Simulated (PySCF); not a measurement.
# Electronic absorption of AlCl2(CCH)

AlCl2(CCH), C2HAlCl2.
SMILES: `C#[C][Al]([Cl])[Cl]`

Computed with TDDFT wB97X-D/def2-SVPD, vertical, gas phase, core orbitals frozen in the response in PySCF 2.14.0, density-fitted response routines. Isolated species at its PBE0-D3(BJ)/def2-SVP geometry, gas phase.

Q: What does the calculation give for the low-lying excited states?

A: 

```
state  E (eV)  λ (nm)       f  main configurations (H = HOMO, L = LUMO)
   S1    5.34   232.1  0.0000                                 H→L (87%)
   S2    5.86   211.7   0.020                  H-1→L (64%), H→L+2 (28%)
   S3    6.28   197.4  0.0000                             H-1→L+2 (93%)
   S4    6.81   182.0  0.0000                               H-2→L (90%)
   S5    7.11   174.3  0.0000                               H-4→L (94%)
   S6    7.24   171.2  0.0015                H→L+1 (70%), H-2→L+1 (14%)
   S7    7.30   169.8   0.025                  H-3→L (80%), H→L+1 (10%)
   S8    7.43   167.0  0.0042                             H-1→L+1 (87%)
   S9    7.68   161.4  0.0000                             H-3→L+1 (87%)
  S10    7.73   160.4   0.086                               H-5→L (73%)
  S11    7.76   159.7   0.123                H-2→L+1 (70%), H→L+1 (11%)
  S12    7.94   156.2   0.365                 H-4→L+1 (73%), H→L+2 (9%)
  S13    8.06   153.8   0.217     H→L+2 (31%), H-1→L (21%), H-5→L (19%)
  S14    8.29   149.6   0.186                             H-5→L+1 (80%)
  S15    8.40   147.7  0.0000                  H-6→L (72%), H→L+5 (20%)
```

Triplets, Tamm–Dancoff:

```tsv
state	E (eV)	λ (nm)	main configurations (H = HOMO, L = LUMO)
T1	4.68	264.8	H-1→L (68%), H-1→L+5 (13%), H→L+2 (13%)
T2	5.02	247.1	H→L (77%), H→L+5 (9%)
T3	5.33	232.8	H→L+2 (72%), H-1→L (14%)
T4	5.95	208.4	H-1→L+2 (86%)
```

The lowest singlet comes at 232 nm (515 kJ/mol) in the ultraviolet; it is dark (f under 0.0005); its leading configuration is HOMO→LUMO (87%). The strongest level in the table is S12 at 7.94 eV (156 nm, f = 0.365). Löwdin shares by element: HOMO carbon 80%, chlorine 14%; LUMO carbon 40%, aluminium 36%, chlorine 11% or more. The listed states span 3.06 eV, and the widest gap between neighbours is 0.53 eV (S3 to S4). Weighted by f, the mean energy of these states is 7.93 eV. The oscillator strengths of these states sum to 1.028; summed over the whole spectrum of an exact calculation they would give the number of electrons, 60 (Thomas–Reiche–Kuhn). No computed singlet lies in the visible range (380 to 750 nm); the lowest, at 232 nm, stands 2.08 eV above its violet end (3.26 eV). Only the lowest 15 singlets were computed, as vertical energies without vibronic structure.
